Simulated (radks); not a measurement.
Results of a calculation; reference values are marked as such.
Charge is removed step by step from the 6s level of Cs, starting from [Xe] 6s1. Level of theory: scalar-relativistic Kohn-Sham, PBE, spin-unpolarised, spherical densities, finite nucleus; Fermi nuclear charge, rms radius 4.8041 fm (a radial shooting solver on a logarithmic mesh with Libxc functionals).

[
 {"removed (e)": "0", "E - E(0) (eV)": "0.000", "eigenvalue (eV)": "-2.086"},
 {"removed (e)": "0.1", "E - E(0) (eV)": "0.225", "eigenvalue (eV)": "-2.418"},
 {"removed (e)": "0.2", "E - E(0) (eV)": "0.484", "eigenvalue (eV)": "-2.759"},
 {"removed (e)": "0.3", "E - E(0) (eV)": "0.777", "eigenvalue (eV)": "-3.108"},
 {"removed (e)": "0.4", "E - E(0) (eV)": "1.106", "eigenvalue (eV)": "-3.466"},
 {"removed (e)": "0.5", "E - E(0) (eV)": "1.471", "eigenvalue (eV)": "-3.833"},
 {"removed (e)": "0.6", "E - E(0) (eV)": "1.873", "eigenvalue (eV)": "-4.211"},
 {"removed (e)": "0.7", "E - E(0) (eV)": "2.313", "eigenvalue (eV)": "-4.598"},
 {"removed (e)": "0.8", "E - E(0) (eV)": "2.793", "eigenvalue (eV)": "-4.990"},
 {"removed (e)": "0.9", "E - E(0) (eV)": "3.311", "eigenvalue (eV)": "-5.369"}
]

The mean slope of the eigenvalue, de/dn, is 3.65 eV per electron.
